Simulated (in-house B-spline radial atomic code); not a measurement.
Radial electron density of Ho, [Xe] 4f11 6s2. Level of theory: scalar-relativistic (X2C) PBEsol, spin-polarised, spherical fractional occupations, Fermi nucleus of rms radius 5.2022 fm; calculated with a B-spline radial code for spherical atoms.

One-electron X2C: radii and densities carry no picture-change correction, so inner-shell <1/r> comes out high (for 1s by about 2 % at Z = 33, 5 % at 54, 10 % at 75, 30 % at 118) and <r> low.

Columns: r (bohr), 4πr²n(r) (electrons per bohr), bar.

```
0.000472    2.658 #
0.000594    3.722 #
0.000747    5.187 ##
0.000939    7.188 ###
 0.00118    9.899 ####
 0.00149    13.62 #####
 0.00187    18.41 #######
 0.00235    24.63 #########
 0.00296    32.53 ############
 0.00372    42.05 ################
 0.00467    52.98 ####################
 0.00588    64.92 ########################
 0.00739    76.45 ############################
  0.0093    85.97 ################################
  0.0117    91.41 ##################################
  0.0147    91.44 ##################################
  0.0185    86.62 ################################
  0.0233    80.56 ##############################
  0.0293     79.5 #############################
  0.0368    88.28 #################################
  0.0463    105.1 #######################################
  0.0582    118.7 ############################################
  0.0732    116.5 ###########################################
   0.092    100.5 #####################################
   0.116     90.3 #################################
   0.146    99.12 #####################################
   0.183    106.8 ########################################
    0.23    87.92 #################################
    0.29    56.55 #####################
   0.364    48.41 ##################
   0.458    56.72 #####################
   0.576     51.6 ###################
   0.725    33.27 ############
   0.911    19.57 #######
    1.15    13.42 #####
    1.44    9.241 ###
    1.81    5.023 ##
    2.28    2.193 #
    2.87    1.067 
    3.61   0.7213 
    4.53   0.4765 
     5.7   0.2226 
    7.17  0.06662 
    9.02  0.01224 
    11.3 0.001294 
    14.3 5.93e-05
```

On this grid the curve has 4 maxima, near 0.0147, 0.0582, 0.183, 0.458 bohr.

The 6s up radial function P(r) = rR(r), positive near the nucleus:

```
r (bohr)         P
0.000299  0.007156
0.000472   0.01004
0.000747   0.01401
 0.00118    0.0193
 0.00187    0.0262
 0.00296   0.03449
 0.00467   0.04308
 0.00739   0.04918
  0.0117   0.04665
  0.0185   0.02655
  0.0293  -0.01653
  0.0463  -0.06434
  0.0732   -0.0591
   0.116   0.04009
   0.183    0.1014
    0.29  -0.05278
   0.458   -0.1377
   0.725     0.131
    1.15    0.2188
    1.81   -0.1664
    2.87   -0.5264
    4.53   -0.4753
    7.17   -0.1789
    11.3  -0.02457
```
